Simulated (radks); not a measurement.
Q: Se28+, 6 electrons, occupied as [He] 2s2 2p2. Method: scalar-relativistic Kohn-Sham, LB94 model potential, spin-polarised, spherical densities, finite nucleus; open shells are filled with parallel spins first; Fermi nuclear charge, rms radius 4.14 fm; computed with a radial shooting solver on a logarithmic mesh with Libxc functionals. Some entries of the table are withheld. Estimate them.

orbital,occ.,eigenvalue (eV),<r^2> (bohr^2)
1s down,1,-14523.21,0.002580
1s up,1,-14515.88,0.002584
2s up,1,-3246.389,(1)
2s down,1,-3214.821,(2)
2p up,2,(3),0.03024
2p down,0,(4),0.03035
3s up,0,-1378.563,0.2098
3s down,0,-1369.631,0.2117
3p up,0,-1338.347,0.1921
3p down,0,-1330.238,0.1937

A: 
(1) 2s up <r^2> (bohr^2): 0.03981
(2) 2s down <r^2> (bohr^2): 0.04009
(3) 2p up eigenvalue (eV): -3111.744
(4) 2p down eigenvalue (eV): -3082.161
